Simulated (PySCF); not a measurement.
## Radial density of B(3+) (boron, charge +3)

BP86, 1s2, closed-shell 1S. Computed with PySCF 2.14 in jorge-DZP-DKH (4s2p1d, 15 functions), with scalar relativity by spin-free X2C-1e.

| r (bohr) | 4πr²ρ (e/bohr) |
| --- | --- |
| 0.00464 | 0.01807 |
| 0.00781 | 0.05005 |
| 0.0131 | 0.1346 |
| 0.0221 | 0.3449 |
| 0.0372 | 0.8386 |
| 0.0625 | 1.841 |
| 0.105 | 3.432 |
| 0.177 | 4.845 |
| 0.298 | 4.365 |
| 0.500 | 1.899 |
| 0.842 | 0.2547 |
| 1.42 | 0.005209 |

Densities and radii are taken from the X2C orbitals without a picture-change correction, which distorts them close to the nucleus.
